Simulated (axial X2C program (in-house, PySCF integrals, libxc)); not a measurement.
# How the levels of LuSH (d1 s1 p(π)0 orbitals) move with the bond length

Calculated with an in-house all-electron X2C program for linear molecules (integrals from PySCF): two-component X2C with atomic mean-field Coulomb and Gaunt terms, basis Lu dyall-v3z, S dyall-av3z, H dyall-v3z (cores contracted in-house). Orbitals come from Hartree–Fock averaged over the configuration Lu d1 s1 p(π)0; CI then distributes these electrons over the d, s, p(π) shells of Lu.

At Lu–S–H held linear, bonds 2.490 and 1.340 Å (the second held):

```
Ω  energy (cm⁻¹)    g∥  μ (D)       configuration
0              0  0.00  -1.25      92% s2 + 6% d2
0          10984  0.00  -0.75           99% d1 s1
1          11620  2.81  -0.91           99% d1 s1
0          11835  0.00  -0.74           99% d1 s1
1          12627  0.66  -2.56          100% d1 s1
2          12770  4.75  -2.08           99% d1 s1
0          13421  0.00  -0.75          100% d1 s1
1          13505  2.52  -1.00          100% d1 s1
2          13677  5.23  -1.63          100% d1 s1
3          13749  8.00  -2.93          100% d1 s1
2          17152  4.02  -1.42  82% d1 s1 + 17% d2
0          21780  0.00  -3.03  77% d1 s1 + 22% d2
1          21981  2.01  -2.42  73% d1 s1 + 26% d2
```

g∥ is the magnitude of 2⟨Lz + ge Sz⟩ for the +Ω component. μ is positive if the H end is positive. The lowest 14 levels at most are listed.

At Lu–S–H held linear, bonds 2.689 and 1.340 Å (the second held):

```tsv
Ω	energy (cm⁻¹)	g∥	μ (D)	configuration
0	0	0.00	-2.75	92% s2
0	10609	0.00	-2.33	100% d1 s1
1	11086	1.85	-3.05	100% d1 s1
0	11447	0.00	-2.41	99% d1 s1
1	11663	1.34	-3.61	100% d1 s1
2	11787	4.35	-4.03	100% d1 s1
3	12669	8.00	-4.41	100% d1 s1
2	13018	5.62	-2.88	100% d1 s1
0	13051	0.00	-2.32	100% d1 s1
1	13055	2.80	-2.46	100% d1 s1
2	16505	4.03	-3.01	85% d1 s1 + 15% d2
1	20938	2.01	-3.97	77% d1 s1 + 23% d2
0	21236	0.00	-4.28	77% d1 s1 + 22% d2
```

The lowest level lies 2135 cm⁻¹ above the lowest at the first distance.

(1) How does the gap from the lowest to the fifth level change between the two distances?

There is no dynamic correlation: spin–orbit spacings and, for f shells, spacings inside one term are the most reliable numbers, splittings between terms come out too wide, and energies between configurations are not reliable, so the lowest level need not be the ground state of the molecule. The lowest levels belong to s2, not to the averaged configuration, so orbitals and distance suit them less well. For d shells the ligand-field splittings (σ, π, δ) and their order can be off by a thousand cm⁻¹ or more. At most 6 roots were kept for each Ω > 0 (twice that for Ω = 0) within 3.2 eV of the lowest, so higher up levels can be missing between those listed; levels with Ω > 0 are doubly degenerate and listed once, Ω = 0 levels singly. Some active spinors are only partly of the character that their shell is named for, so the shell names and counts are nominal. States that fill the shells left empty in the average are placed too high. The molecule was held linear; bending was not examined. Hydrosulfides and their kin are strongly bent in nature, so this linear model does not describe the real molecule.

## Answers

(1) From 12627 to 11663 cm⁻¹, a factor of 0.92.
